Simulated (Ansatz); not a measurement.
Cost and result for the atomization energy of `CC(=O)CC(=O)c1ccccc1` (22 atoms, 22 bonds).

Cartesian coordinates in Å:
```
C 2.629 -0.286 2.236
C 1.201 0.155 2.128
O 0.311 -0.331 2.778
C 0.925 1.270 1.126
C 0.922 0.714 -0.290
O 1.947 0.704 -0.933
C -0.347 0.175 -0.840
C -0.393 -0.130 -2.200
C -1.547 -0.644 -2.759
C -2.662 -0.873 -1.961
C -2.618 -0.586 -0.605
C -1.468 -0.055 -0.044
H 3.070 -0.401 1.243
H 3.203 0.494 2.746
H 2.696 -1.212 2.804
H 1.732 2.003 1.164
H -0.024 1.738 1.382
H 0.492 0.047 -2.799
H -1.583 -0.871 -3.818
H -3.566 -1.280 -2.398
H -3.483 -0.776 0.020
H -1.435 0.145 1.020
```

The species carries charge 0 and has multiplicity 1. The geometry is a stationary point of PBE0-D4/def2-TZVP. It is one conformer, not always the lowest. Program: Ansatz. All runs use 4 threads of an AMD EPYC 7R13 on a shared host and a share of an NVIDIA H100 80 GB. Times are those of one run each, without the atoms' runs, and a repeat can differ threefold. Electronic energies, without spin–orbit coupling; frozen cores. CCSD(T)/CBS adds CCSD(T) − MP2 in def2-TZVPP to the MP2 limit, and its time is that of the two runs behind it. T1 = 0.014; the RHF reference is unstable towards UHF. B3LYP takes the VWN-RPA correlation (the form of Gaussian; ORCA's B3LYP/G).

CCSD(T)/CBS is a level of theory with its own doubt, some kJ/mol a heavy atom from the limit and from the frozen cores, so smaller differences don't rank the functionals.

```
                             level  functions  wall time
                 B2PLYP/def2-TZVPP        512      3.6 s
                PBE0-D4/def2-TZVPP        512      4.3 s
   PBE-D4/def2-TZVPP (with forces)        512      4.7 s
r2SCAN-D4/def2-TZVPP (with forces)        512      5.5 s
 B3LYP-D4/def2-TZVPP (with forces)        512        6 s
                ωB97X-V/def2-TZVPP        512      6.5 s
  ωB97M-V/def2-TZVPP (with forces)        512      9.5 s
                    MP2/def2-QZVPP        984       13 s
                CCSD(T)/def2-TZVPP        512       89 s
                 CCSD(T)/CBS(def2)          –      100 s
```

What atomization energy does each give, and how far from CCSD(T)/CBS? (An estimate is asked.)

Ansatz gave: 
```tsv
level	atomization (kcal/mol)	difference from CCSD(T)/CBS	per bond
B2PLYP/def2-TZVPP	2473.3	-11.7	-0.5
PBE0-D4/def2-TZVPP	2530.9	45.9	2.1
PBE-D4/def2-TZVPP (with forces)	2591.2	106.2	4.8
r2SCAN-D4/def2-TZVPP (with forces)	2512.9	27.9	1.3
B3LYP-D4/def2-TZVPP (with forces)	2496.4	11.4	0.5
ωB97X-V/def2-TZVPP	2494.2	9.2	0.4
ωB97M-V/def2-TZVPP (with forces)	2500.0	15.0	0.7
MP2/def2-QZVPP	2535.1	50.1	2.3
CCSD(T)/def2-TZVPP	2425.7	-59.3	-2.7
CCSD(T)/CBS(def2)	2485.0	0.0	0.0
```

In def2-TZVPP, CCSD(T) changes the Hartree–Fock value by +614.4 kcal/mol (the triples alone add +49.4 kcal/mol) and MP2 by +689.0 kcal/mol; breaking electron pairs costs correlation energy, which Hartree–Fock lacks. The D4 term adds +24.3 kcal/mol with B3LYP and +13.1 kcal/mol with PBE0; it sums over pairs of atoms, weighted by their polarisabilities, and B3LYP, whose exchange is more repulsive, gets the larger term. From PBE to PBE0 (25 % exact exchange), in def2-TZVPP and without D4, the atomization energy moves by −58.1 kcal/mol: exact exchange takes away binding that semilocal exchange gives to molecules.
